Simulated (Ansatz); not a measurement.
The cluster Ga3P2 (the lowest doublet isomer of a short search). The state is a doublet with charge 0. Geometry PBE0-D4/def2-SVP, basis def2-TZVP, Ansatz.

Cartesian coordinates in Å:
```
Ga 0.1904 1.9448 0.6447
Ga 1.7659 -0.2855 0.1539
Ga -0.1461 -1.3264 -1.5665
P -0.3948 -0.7260 1.1341
P -1.4154 0.3932 -0.3662
```

```
run  HOMO (eV)  LUMO (eV)
  A      -7.52      -0.63
  B      -5.29      -4.36
  C      -5.82      -3.71
  D      -5.59      -4.08
  E      -4.98      -4.41
```

The structure comes from a short search, and lower isomers may exist.

HOMO and LUMO are taken over both spins.

Problem. The runs used HF, PBE, PBE0, r2SCAN, r2SCANh. Estimate which is which.

Solution. A HF (100 % exact exchange); B r2SCAN (0 % exact exchange); C PBE0 (25 % exact exchange); D r2SCANh (10 % exact exchange); E PBE (0 % exact exchange). Exact exchange lowers occupied and raises empty levels; among semilocal functionals meta-GGAs tend to open the gap a little, and such runs are hard to tell apart. The gap grows from 0.57 eV (PBE) to 6.89 eV (HF). At HF/def2-TZVP the charge 0 doublet is spin-contaminated (final ⟨S²⟩ up to 0.93, 0.75 for a pure state).
